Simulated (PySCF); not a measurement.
C2H8N2Si2.
SMILES with atom numbers: `[CH3:1][Si@:2]([NH2:3])([SiH3:4])[C:5]#[N:6]` (hydrogens: H7, H8, H9 on C1; H10, H11 on N3; H12, H13, H14 on Si4)

Level of theory: TDDFT PBE0/def2-SVPD, vertical, gas phase, core orbitals frozen in the response in PySCF. The structure is a single GFN2-xTB conformer in the gas phase; no vibrational or solvent corrections. Torsions of this conformer, `[CH3:1][Si@:2]([NH2:3])([SiH3:4])[C:5]#[N:6]`: H–N3–Si2–C1 164°, H–N3–Si2–C1 -55°.

Task: List the vertical singlet excitations with oscillator strengths and describe the spectrum.

Result: 

```tsv
state	E (eV)	E (hartree)	f	main configurations (H = HOMO, L = LUMO)
S1	5.57	0.2047	0.014	H→L (99%)
S2	5.91	0.2173	0.034	H→L+1 (98%)
S3	6.74	0.2478	0.061	H→L+2 (87%)
S4	6.88	0.2529	0.0031	H-1→L (38%), H→L+3 (36%)
S5	6.98	0.2566	0.023	H→L+3 (48%), H-1→L (28%)
S6	7.23	0.2656	0.015	H-1→L+1 (39%), H-2→L+1 (14%), H-2→L (12%)
S7	7.29	0.2678	0.068	H→L+4 (43%), H-2→L (17%), H-1→L+1 (10%)
S8	7.37	0.2708	0.153	H→L+4 (33%), H-2→L+1 (18%), H-2→L (12%)
```

Triplets (Tamm–Dancoff): T1 5.08 eV, H→L (94%); T2 5.40 eV, H→L+1 (88%); T3 5.90 eV, H-2→L (16%), H-1→L+1 (10%).

The lowest singlet lies at 5.57 eV (223 nm, ultraviolet) and is weak; its leading configuration is HOMO→LUMO (99%). The most intense listed level is S8 at 7.37 eV (168 nm, f = 0.153), 1.80 eV above S1. It is the last of those listed, so stronger ones may follow. Löwdin shares by element: HOMO nitrogen 47% or more, silicon 29%, carbon 5% or more (atoms not listed hold the other 19%); LUMO silicon 42%, carbon 16% or more, nitrogen 14% or more (atoms not listed hold the other 29%). The oscillator strengths of these states sum to 0.371; summed over the whole spectrum of an exact calculation they would give the number of electrons, 62 (Thomas–Reiche–Kuhn). Orbital energies (eV): HOMO-3 -9.94, HOMO-2 -9.67, HOMO-1 -9.19, HOMO -7.63, LUMO -0.77, LUMO+1 -0.55, LUMO+2 0.20. Of the 8 states listed, 7 reach f = 0.01 and none stays under 0.0005. No computed singlet lies in the visible range (380 to 750 nm); the lowest, at 223 nm, stands 2.31 eV above its violet end (3.26 eV). Singlets were solved by full linear response, triplets in the Tamm–Dancoff approximation.
